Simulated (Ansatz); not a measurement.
Steps of a relaxation of `[AlH2][NH]P[SiH3]` with RKS PBE-D4/def2-SVP.

```sh
$ ansatz run in.yaml --threads 4 --pin off --events-out ev --progress --plain --max-ram 10444MiB
```

```yaml
crystal:
  periodic: [false, false, false]
  atoms:
    - {symbol: Al, position_ang: [0.690400, 2.067200, 0.083300]}
    - {symbol: N, position_ang: [0.370500, 0.473400, 1.026700]}
    - {symbol: P, position_ang: [0.935400, -0.853100, -0.037200]}
    - {symbol: Si, position_ang: [-0.975800, -1.412400, -0.725700]}
    - {symbol: H, position_ang: [1.214400, 2.078200, -1.437900]}
    - {symbol: H, position_ang: [0.281100, 3.521800, 0.760500]}
    - {symbol: H, position_ang: [1.036100, 0.519900, 1.859700]}
    - {symbol: H, position_ang: [1.006500, -1.827900, 1.033400]}
    - {symbol: H, position_ang: [-1.951400, -1.512200, 0.473800]}
    - {symbol: H, position_ang: [-1.549900, -0.394000, -1.622500]}
    - {symbol: H, position_ang: [-0.991700, -2.718000, -1.393500]}
basis:
  gaussian: {orbitals: def2-SVP}
hamiltonian: {xc: pbe, dispersion: d4}
relax: {f_tol: 0.03, max_steps: 200}
```

Positions (Å) and forces (eV/Å) along the path, 13 of 16 steps:

```xyz
11
step=1 energy=-25343.9427 eV
Al    0.690    2.067    0.083   -0.568    0.613    0.400
N     0.370    0.473    1.027    1.398    1.340    0.072
P     0.935   -0.853   -0.037    2.759    0.187    1.099
Si   -0.976   -1.412   -0.726   -2.999   -0.750    0.806
H     1.214    2.078   -1.438   -0.085   -0.195    0.114
H     0.281    3.522    0.760    0.213   -0.630   -0.084
H     1.036    0.520    1.860   -1.037   -0.209   -0.662
H     1.006   -1.828    1.033   -0.099   -0.262   -0.349
H    -1.951   -1.512    0.474    0.312    0.035   -0.495
H    -1.550   -0.394   -1.623   -0.041    0.472   -0.438
H    -0.992   -2.718   -1.393    0.147   -0.601   -0.462
11
step=3 energy=-25344.6224 eV
Al    0.742    2.234    0.035   -0.145   -0.559    0.181
N     0.527    0.592    0.854    1.149    0.053    1.138
P     1.054   -0.919   -0.001   -0.227    0.286    0.221
Si   -1.051   -1.512   -0.679   -0.052    0.017   -0.071
H     1.138    2.196   -1.514   -0.086    0.045    0.045
H     0.456    3.533    0.918    0.036   -0.025    0.008
H     0.770    0.572    1.902   -0.696   -0.076   -1.580
H     1.002   -1.894    1.082   -0.020    0.289   -0.021
H    -2.012   -1.624    0.478    0.006   -0.007   -0.021
H    -1.542   -0.425   -1.606    0.048   -0.047    0.054
H    -1.019   -2.811   -1.449   -0.013    0.024    0.045
11
step=4 energy=-25344.7638 eV
Al    0.669    2.134    0.020    0.053    0.908   -0.303
N     0.668    0.562    0.827    0.422   -0.695    0.586
P     1.119   -0.958    0.036   -0.196   -0.033   -0.287
Si   -1.012   -1.434   -0.674    0.099   -0.247   -0.091
H     0.948    2.146   -1.550   -0.057   -0.037   -0.018
H     0.437    3.435    0.915   -0.034   -0.013    0.020
H     0.703    0.461    1.849   -0.259    0.188   -0.065
H     0.991   -1.819    1.180    0.000   -0.106    0.087
H    -2.003   -1.513    0.453   -0.022    0.044    0.062
H    -1.436   -0.331   -1.612    0.070    0.006    0.039
H    -1.018   -2.741   -1.425   -0.077   -0.013   -0.030
11
step=5 energy=-25344.8023 eV
Al    0.707    2.162    0.016   -0.157   -0.180    0.132
N     0.817    0.547    0.846   -0.095    0.169   -0.370
P     1.146   -0.980    0.024    0.272   -0.179    0.282
Si   -0.962   -1.479   -0.671   -0.388    0.279   -0.098
H     0.794    2.154   -1.578    0.130    0.031    0.040
H     0.401    3.427    0.946    0.048   -0.036   -0.023
H     0.522    0.451    1.823   -0.022    0.013    0.066
H     1.006   -1.846    1.174    0.215   -0.032   -0.030
H    -1.951   -1.398    0.467   -0.005   -0.031   -0.026
H    -1.236   -0.323   -1.601   -0.136   -0.060   -0.047
H    -1.177   -2.772   -1.425    0.138    0.027    0.072
11
step=6 energy=-25344.8582 eV
Al    0.712    2.176    0.021    0.051   -0.049   -0.042
N     0.784    0.549    0.803   -0.058    0.036    0.130
P     1.145   -0.982    0.004   -0.078   -0.020   -0.028
Si   -1.002   -1.466   -0.660    0.022   -0.029    0.020
H     0.975    2.214   -1.550    0.044    0.033   -0.009
H     0.381    3.424    0.955   -0.023   -0.004    0.030
H     0.467    0.451    1.776    0.003    0.018   -0.080
H     1.070   -1.848    1.159    0.071    0.007   -0.035
H    -1.962   -1.443    0.502   -0.029    0.017    0.004
H    -1.368   -0.350   -1.604   -0.016   -0.003   -0.002
H    -1.136   -2.782   -1.385    0.012   -0.006    0.012
11
step=7 energy=-25344.8809 eV
Al    0.758    2.195    0.019    0.011    0.030    0.024
N     0.761    0.556    0.779    0.019   -0.041   -0.007
P     1.128   -0.963   -0.044   -0.130    0.046    0.052
Si   -1.029   -1.486   -0.635    0.041   -0.023    0.015
H     1.158    2.288   -1.522    0.028    0.007    0.033
H     0.326    3.408    0.966    0.010   -0.026   -0.026
H     0.386    0.443    1.729   -0.028    0.031   -0.035
H     1.132   -1.836    1.108    0.066   -0.008   -0.041
H    -1.978   -1.466    0.538    0.012    0.006    0.011
H    -1.432   -0.383   -1.577   -0.019   -0.016   -0.024
H    -1.144   -2.813   -1.341   -0.012   -0.006   -0.003
11
step=8 energy=-25344.8985 eV
Al    0.807    2.222    0.031    0.026    0.041   -0.006
N     0.742    0.568    0.763   -0.158   -0.147    0.121
P     1.099   -0.937   -0.087   -0.002    0.076    0.105
Si   -1.058   -1.514   -0.621    0.013    0.001    0.087
H     1.337    2.354   -1.478   -0.022   -0.011    0.157
H     0.297    3.413    0.976    0.042   -0.063   -0.076
H     0.273    0.444    1.677    0.114    0.079   -0.249
H     1.220   -1.827    1.054   -0.029    0.054   -0.135
H    -1.969   -1.488    0.583    0.003   -0.002   -0.029
H    -1.510   -0.438   -1.574    0.001   -0.026    0.008
H    -1.172   -2.854   -1.303    0.012   -0.002    0.015
11
step=10 energy=-25344.9232 eV
Al    0.891    2.289    0.072    0.124   -0.104   -0.129
N     0.646    0.603    0.703    0.086    0.023   -0.188
P     1.047   -0.868   -0.182   -0.150   -0.026    0.188
Si   -1.103   -1.584   -0.595    0.065    0.099   -0.031
H     1.636    2.463   -1.355   -0.152   -0.041    0.298
H     0.339    3.465    1.008    0.025   -0.044   -0.051
H     0.121    0.461    1.574   -0.034    0.026    0.004
H     1.276   -1.786    0.928   -0.034    0.138   -0.165
H    -1.957   -1.563    0.652    0.024   -0.002   -0.028
H    -1.673   -0.577   -1.571    0.030   -0.100    0.076
H    -1.160   -2.959   -1.214    0.015    0.030    0.026
11
step=12 energy=-25344.9407 eV
Al    0.966    2.341    0.119    0.193    0.058    0.011
N     0.563    0.656    0.624   -0.245   -0.169    0.141
P     0.969   -0.784   -0.296   -0.086   -0.052    0.100
Si   -1.138   -1.651   -0.580   -0.062    0.086   -0.155
H     1.876    2.531   -1.181   -0.081   -0.014    0.033
H     0.461    3.510    1.082   -0.054   -0.004   -0.018
H    -0.043    0.498    1.448    0.177    0.082   -0.213
H     1.285   -1.701    0.784    0.026    0.025   -0.055
H    -1.928   -1.613    0.710    0.029    0.002   -0.058
H    -1.844   -0.767   -1.596    0.090   -0.172    0.166
H    -1.100   -3.078   -1.093    0.014    0.159    0.049
11
step=13 energy=-25344.9482 eV
Al    1.006    2.348    0.143    0.017   -0.015   -0.027
N     0.532    0.665    0.603   -0.043   -0.065    0.113
P     0.952   -0.774   -0.309   -0.089    0.040   -0.002
Si   -1.147   -1.655   -0.583   -0.044   -0.006   -0.109
H     1.904    2.537   -1.161   -0.018   -0.009    0.026
H     0.474    3.517    1.091   -0.008   -0.004    0.012
H    -0.055    0.508    1.437    0.072    0.056   -0.141
H     1.289   -1.687    0.765    0.000   -0.011   -0.011
H    -1.925   -1.616    0.714    0.006   -0.002   -0.038
H    -1.890   -0.815   -1.604    0.113   -0.109    0.135
H    -1.074   -3.086   -1.075   -0.008    0.125    0.042
11
step=14 energy=-25344.9485 eV
Al    1.020    2.351    0.150    0.012    0.007   -0.021
N     0.526    0.671    0.598   -0.001   -0.081    0.072
P     0.939   -0.765   -0.316   -0.086    0.037   -0.163
Si   -1.153   -1.662   -0.573   -0.021    0.044   -0.058
H     1.936    2.551   -1.138   -0.005   -0.015    0.018
H     0.472    3.513    1.098   -0.005   -0.002    0.008
H    -0.090    0.531    1.411    0.037   -0.001   -0.037
H     1.318   -1.705    0.717   -0.024    0.038    0.102
H    -1.940   -1.609    0.718    0.024   -0.011   -0.029
H    -1.896   -0.836   -1.601    0.081   -0.091    0.089
H    -1.066   -3.095   -1.045   -0.011    0.075    0.019
11
step=15 energy=-25344.9514 eV
Al    1.023    2.352    0.153   -0.032   -0.025   -0.025
N     0.533    0.669    0.601    0.026    0.009   -0.038
P     0.938   -0.764   -0.322   -0.025   -0.002   -0.002
Si   -1.151   -1.662   -0.574   -0.034    0.030   -0.062
H     1.923    2.544   -1.148    0.005   -0.004    0.023
H     0.472    3.514    1.099    0.012   -0.003    0.009
H    -0.075    0.524    1.417   -0.009   -0.003    0.020
H     1.296   -1.690    0.734    0.012    0.005    0.016
H    -1.937   -1.617    0.715    0.012   -0.001   -0.009
H    -1.888   -0.837   -1.601    0.027   -0.042    0.049
H    -1.068   -3.090   -1.054    0.008    0.037    0.017
11
step=16 energy=-25344.9522 eV
Al    1.021    2.353    0.150   -0.002   -0.005    0.005
N     0.529    0.671    0.592   -0.002    0.010   -0.001
P     0.932   -0.764   -0.328    0.005    0.001   -0.009
Si   -1.155   -1.662   -0.575    0.002   -0.001    0.007
H     1.938    2.550   -1.137    0.001   -0.003    0.000
H     0.476    3.509    1.106    0.001    0.001    0.001
H    -0.077    0.526    1.410   -0.002    0.000   -0.002
H     1.296   -1.684    0.730    0.000   -0.002    0.002
H    -1.935   -1.615    0.717   -0.001    0.000    0.000
H    -1.898   -0.850   -1.601    0.000   -0.003   -0.001
H    -1.062   -3.091   -1.044   -0.002    0.000   -0.002
```

It took 20 s on 4 threads of an Arm Neoverse V1 on a shared host, with 0.16 GiB of host memory at the peak.
